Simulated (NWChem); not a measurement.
System: CH4BFO; SMILES COBF

```xyz
8

B     -0.6548    -0.7426     0.0000
H     -1.7158    -1.3296     0.0000
F      0.4941    -1.4392     0.0000
O     -0.6543     0.6074     0.0000
C      0.5393     1.3855     0.0000
H      1.4509     0.7540     0.0000
H      0.5452     2.0348    -0.8989
H      0.5452     2.0348     0.8989
```
Atoms are numbered in this order, from 1.

All runs: NWChem. Pople sets run with spherical d functions. Coordinates come from a PBE-D3(BJ)/def2-SVP optimisation. Vertical excitations in the gas phase.

### Question
Estimate the computed values for PBE/6-31G*, TDA. Quantities: lowest excitation, singlet (eV); oscillator strength of that lowest state; lowest state with f > 0.02, singlet (eV); oscillator strength of that bright state; lowest triplet (eV); orbital gap (eV).

### Answer
| Quantity | Value |
|---|---|
| lowest excitation, singlet (eV) | 7.86 |
| oscillator strength of that lowest state | 0.007 |
| lowest state with f > 0.02, singlet (eV) | 8.47 |
| oscillator strength of that bright state | 0.028 |
| lowest triplet (eV) | 6.82 |
| orbital gap (eV) | 7.38 |
